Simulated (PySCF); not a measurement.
## Dipole moment and polarisability of `CN[SiH2]O[SiH2]O[SiH3]`

Species: CH₁₁NO₂Si₃.
Numbering: `[CH3:1][NH:2][SiH2:3][O:4][SiH2:5][O:6][SiH3:7]` (hydrogens: H8, H9, H10 on C1; H11 on N2; H12, H13 on Si3; H14, H15 on Si5; H16, H17, H18 on Si7)

Cartesian coordinates in Å at the GFN2-xTB level; atoms count from 1:
```xyz
18
CH11NO2Si3 angstrom
C     -1.710    1.126   -0.277
N     -2.161   -0.232   -0.478
Si    -1.137   -1.586   -0.739
O      0.051   -1.570    0.365
Si     1.285   -0.908    1.159
O      1.952    0.287    0.291
Si     2.172    1.156   -1.054
H     -2.447    1.680    0.310
H     -0.772    1.105    0.274
H     -1.543    1.661   -1.219
H     -3.077   -0.261   -0.899
H     -1.940   -2.764   -0.433
H     -0.469   -1.650   -2.046
H      2.280   -1.958    1.307
H      0.786   -0.275    2.372
H      3.612    1.119   -1.305
H      1.419    0.575   -2.165
H      1.690    2.502   -0.740
```

Level: CAM-B3LYP/def2-SVPD (PySCF), static field, nuclei fixed, core orbitals frozen in the response. The polarisability tensor in these axes (au):

```
x   102.49   1.82   0.65
y     1.82 100.34  -1.48
z     0.65  -1.48  91.73
```

Q: What are the eigenvalues, a third of the trace, and Δα (Δα² = ½Σ(αi − αj)² over the three pairs)?

A: Principal values 91.40, 99.63 and 103.53 au; mean 98.19 au = 14.55 Å³ = 16.19 × 10⁻⁴⁰ C²·m²/J; Δα = 10.72 au (11 % of the mean).

Q: What is the dipole moment, and where does it point?

A: (-0.90, 0.99, -0.94) D, 1.63 D in size, pointing from the negative to the positive side. Measured along this direction, the outermost atoms are H14 at the negative end and H10 at the positive end.

Q: Sum over states: ᾱ = Σ f/ω², ω in Eh. What share falls to these 8 lowest TDDFT singlets (eV, f)? 6.13, 0.0047; 6.45, 0.0122; 7.32, 0.0109; 7.39, 0.0032; 7.47, 0.0133; 7.51, 0.0156; 7.62, 0.0210; 7.86, 0.0086.

A: They add up to 1.26 au, 1.3 % of the 98.19 au; the largest single term is 0.27 au, from the state at 7.62 eV. Terms in order: 0.09, 0.22, 0.15, 0.04, 0.18, 0.21, 0.27, 0.10 au. Higher excitations give the rest. The strengths listed sum to 0.090.

Q: Find the Langevin capture rate constant for NH4+ (18.034 u) meeting this molecule (153.010 u), k = 2.342 × 10⁻⁹ cm³/s × √(α in Å³ / reduced mass in u).

A: The reduced mass is 16.13 u, so k = 2.22 × 10⁻⁹ cm³/s. The formula leaves out the permanent dipole, which adds to the capture rate.

Q: What depolarisation ratio follows for Rayleigh scattering of linearly polarised light, taking the static tensor?

A: ρ = 3Δα²/(45ᾱ² + 4Δα²) = 345.1/(433841 + 460.1) = 0.000795.

Isolated species at its GFN2-xTB geometry (one conformer only).
